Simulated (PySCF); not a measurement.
wB97X on Al⁻ (aluminium, charge -1)

Configuration: [Ne] 3s2 3p2, high-spin 3P determinant. Calculation: PySCF 2.14, in def2-QZVPPD (10s6p5d2f1g, 76 functions); the non-relativistic Hamiltonian (point nucleus).

* Total energy: -242.3664 hartree
* One-electron energy: -339.5673 hartree
* Hartree (Coulomb) energy: 115.8966 hartree
* Exchange-correlation energy: -18.6957 hartree
* Kinetic energy: 241.95005 hartree
* ⟨S²⟩: 2.0070
* ⟨L²⟩: 2.017
* Sum of ⟨r⟩: 18.50 bohr
* Sum of ⟨r²⟩: 59.22 bohr²
* Traceless quadrupole moment −½Σ⟨3z² − r²⟩ along its main axis: 7.65 e·bohr²
* Density at the nucleus (Gaussians lack the cusp): 1390 bohr⁻³
* Spin density at the nucleus: -0.0740 bohr⁻³
* Langevin diamagnetic susceptibility: -46.9 ×10⁻⁶ cm³/mol

```tsv
shell	electrons	mean orbital energy (eV)	spread (eV)	rms radius, mean of both spins (bohr)
1s α	1	-1519.5	0	0.140
1s β	1	-1519.5	0	0.140
2s α	1	-109.72	0	0.685
2s β	1	-109.66	0	0.685
2p α	3	-70.253	0.097	0.680
2p β	3	-70.153	0.191	0.680
3s α	1	-6.091	0	3.05
3s β	1	-4.314	0	3.05
3p α	2	-0.395	0	4.29
```
